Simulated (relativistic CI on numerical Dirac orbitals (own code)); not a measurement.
## Ce4+: M4,5 absorption edge

Computed with this model: Dirac-Coulomb-Breit CI, separate exchange-only KLI orbitals for each configuration, a model potential for QED, valence Slater integrals scaled by 0.8, multiplet model of core-to-valence dipole absorption; configurations [Kr] 4d10 5s2 5p6 → [Ar] 3d9 4s2 4p6 4d10 4f 5s2 5p6; 80 K; Lorentzian 0.6 eV and Gaussian 0.4 eV FWHM. Energies are those of the free ion, without screening or charge transfer. The branching ratio is the share of the lower-energy edge in the whole absorption, uncertain by about 0.02 where the edges overlap. S is read from ⟨S²⟩ = S(S + 1).

Computed curve for free ion, scaled to 100 at the maximum (points under 2 are left out and the grid is thinned):

Energy (eV), Intensity and a bar:
```
    886.0        2.1 
    886.2        2.6 
    886.4        3.4 
    886.7        5.3 #
    886.9        7.6 ##
    887.1       11.9 ###
    887.3       20.2 ######
    887.5       35.9 ##########
    887.8       64.2 ###################
    888.0       61.1 ##################
    888.2       41.0 ############
    888.4       23.2 #######
    888.6       13.4 ###
    888.9        6.9 #
    889.1        4.9 #
    889.3        3.6 
    889.5        2.8 
    889.7        2.2 
    903.6        2.2 
    903.8        2.7 
    904.0        3.3 
    904.2        4.1 #
    904.5        6.1 #
    904.7        8.3 ##
    904.9       12.1 ###
    905.1       19.0 #####
    905.3       32.6 #########
    905.6       74.4 ######################
    905.8       99.5 ##############################
    906.0       91.1 ###########################
    906.2       59.6 ##################
    906.4       33.6 ##########
    906.7       15.4 ####
    906.9       10.2 ##
    907.1        7.2 ##
    907.3        5.3 #
    907.5        4.1 #
    907.8        3.0 
    908.0        2.4 
    908.2        2.0
```

The ground state has S = 0.00, and the centroid lies at 898.70 eV.
